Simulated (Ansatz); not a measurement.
`O[SiH2][GeH3]` → `O[SiH3]` + `[GeH2]` at 600 K and 1 bar (germylene loss).

Isolated molecules relaxed with PBE0-D4/def2-TZVP in Ansatz; ΔE leaves out vibrations. CCSD(T)/CBS adds triple-zeta CCSD(T) − MP2 to the extrapolated MP2 energy (def2 sets, frozen cores). For Ge outer-core shells are correlated without core-valence functions, which leaves a few kJ/mol of doubt a bond. Scalar relativity is left out up to krypton. One conformer a species, not always the lowest.

| species | CCSD(T)/CBS energy (Eh) | H − E (kJ/mol) | S (J/(mol·K)) |
| --- | --- | --- | --- |
| `O[SiH2][GeH3]` | -2444.00682 | 198.9 | 418.9 |
| `O[SiH3]` | -366.69042 | 135.7 | 307.9 |
| `[GeH2]` | -2077.24753 | 50.4 | 247.2 |

H − E and S are ideal-gas, rigid-rotor, harmonic terms from PBE0-D4/def2-TZVP, for one conformer and one mirror image of each species. 1 Eh = 2625.50 kJ/mol, R = 8.31446 J/(mol·K).

By hand: ΔE, ΔH, ΔS and ΔG.

ΔE = (-366.69042) + (-2077.24753) − (-2444.00682) = 0.06887 Eh = 180.8 kJ/mol. Δ(H − E) = 135.7 + 50.4 − 198.9 = -12.8, so ΔH = 168.0 kJ/mol. ΔS = 307.9 + 247.2 − 418.9 = 136.2 J/(mol·K). ΔG = 168.0 − 600 × (136.2)/1000 = 86.3 kJ/mol.

By hand: the equilibrium constant, and the temperature at which ΔG would vanish if ΔH and ΔS stayed fixed.

log₁₀ K = −ΔG/(RT ln 10) = -7.5. ΔG = 0 at ΔH/ΔS = 1233 K.

The number of gas molecules changes by +1, which sets the sign of ΔS. A doubt of 5 kJ/mol in ΔE shifts log₁₀ K by 0.4 here. Other conformers and mirror images would add mixing entropy, several J/(mol·K) or more a flexible species. These are equilibria of isolated gas molecules and say nothing of rates. Largest T1 diagnostic: 0.012 (customary marks: 0.02 for closed shells, 0.045 for open ones).
